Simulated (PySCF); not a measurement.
Computed data (PySCF 2.14.0 with density-fitted response routines): NMR shieldings at PBE0/pcSseg-1/GIAO, structure optimised with GFN2-xTB. Single conformer, non-relativistic, no solvent model, rapidly exchanging positions averaged.

Shifts are taken against calculated references (same method and geometry level): $^{1}$H (σref 31.72) and $^{13}$C (σref 186.93) vs TMS. Shifts are as computed. Against solution values, carbons near 30 ppm lie about +3 ppm off and those near 130 ppm about +5 ppm. Of 1211 compounds with measured shifts, 218 miss one by over three times the rms of a fit or turn the order of signals round; such compounds aren't used in these exercises. OH and NH positions are gas-phase values without hydrogen bonding to other molecules.

Question: Order these molecules by the shift of their most shielded carbon, lowest δ first.
A. C=Nc1ccc(C)cc1C#N
B. Cc1cn[nH]c1F
C. CCc1cc(C2CC2)cnn1
D. FC(F)(F)C(F)(F)F

Answer: B (8.2 ppm, methyl carbon on an aromatic ring), C (12.5 ppm, methyl carbon), A (23.3 ppm, methyl carbon on an aromatic ring), D (125.0 ppm, CF3 carbon).

Question: Order these molecules by the shift of their most deshielded carbon-bound hydrogen, lowest δ first.
A. C=Nc1ccc(C)cc1C#N
B. Cc1cn[nH]c1F
C. CCc1cc(C2CC2)cnn1

Answer: B (7.42 ppm, hydrogen on an aromatic CH next to a ring nitrogen), A (8.02 ppm, hydrogen on a C=N carbon), C (8.72 ppm, hydrogen on an aromatic CH next to a ring nitrogen).

Question: How many $^{13}$C and $^{1}$H signals does each give (equivalence by symmetry and fast rotation, but not about amide C–N or C=N bonds)? `CCc1cc(C2CC2)cnn1`, `Cc1cn[nH]c1F`, `C=Nc1ccc(C)cc1C#N`, `FC(F)(F)C(F)(F)F`

Answer: CCc1cc(C2CC2)cnn1: 8 C, 7 H; Cc1cn[nH]c1F: 4 C, 3 H; C=Nc1ccc(C)cc1C#N: 9 C, 6 H; FC(F)(F)C(F)(F)F: 1 C, 0 H.
